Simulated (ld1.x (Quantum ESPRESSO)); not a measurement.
**An all-electron radial function and its pseudo partner (Ti)**

Columns: radius, all-electron u(r) and pseudo u(r) of the 4p shell (level -1.63 eV) of titanium in the configuration [Ne] 3s2 3p6 3d2 4s1.75 4p0.25; PBE, scalar-relativistic, ultrasoft scheme, ld1.x (Quantum ESPRESSO) 7.5.

| r (bohr) | all-electron | pseudo |
| --- | --- | --- |
| 0.138 | 0.1019 | -0.0217 |
| 0.275 | 0.0656 | -0.0781 |
| 0.413 | -0.0421 | -0.1490 |
| 0.550 | -0.1314 | -0.2085 |
| 0.688 | -0.1785 | -0.2381 |
| 0.825 | -0.1845 | -0.2304 |
| 0.963 | -0.1601 | -0.1908 |
| 1.100 | -0.1169 | -0.1326 |
| 1.238 | -0.0628 | -0.0680 |
| 1.375 | -0.0048 | -0.0056 |
| 1.513 | 0.0539 | 0.0539 |
| 1.650 | 0.1102 | 0.1102 |
| 1.788 | 0.1634 | 0.1634 |
| 1.925 | 0.2121 | 0.2121 |
| 2.062 | 0.2562 | 0.2562 |
| 2.200 | 0.2962 | 0.2962 |
| 2.338 | 0.3317 | 0.3317 |
| 2.475 | 0.3628 | 0.3628 |
| 2.613 | 0.3900 | 0.3900 |
| 2.750 | 0.4132 | 0.4132 |
| 2.888 | 0.4328 | 0.4328 |
| 3.025 | 0.4489 | 0.4489 |
| 3.162 | 0.4617 | 0.4617 |
| 3.300 | 0.4716 | 0.4716 |
| 3.438 | 0.4787 | 0.4787 |
| 3.575 | 0.4831 | 0.4831 |

(1) How many radial nodes do the two functions have?

(2) At about which radius was the pseudo-wave matched?

(3) Is the pseudo-wave norm-conserving?

## Answers

(1) The all-electron 4p function has n − l − 1 = 2; the pseudo-wave has 1, since 1 lower shell of the same l stays in the valence.

(2) 1.60 bohr, where the columns begin to agree (steps of 0.14 bohr).

(3) No, it belongs to an ultrasoft set: the norm inside the radius is not constrained, and the difference is carried by the augmentation charge.
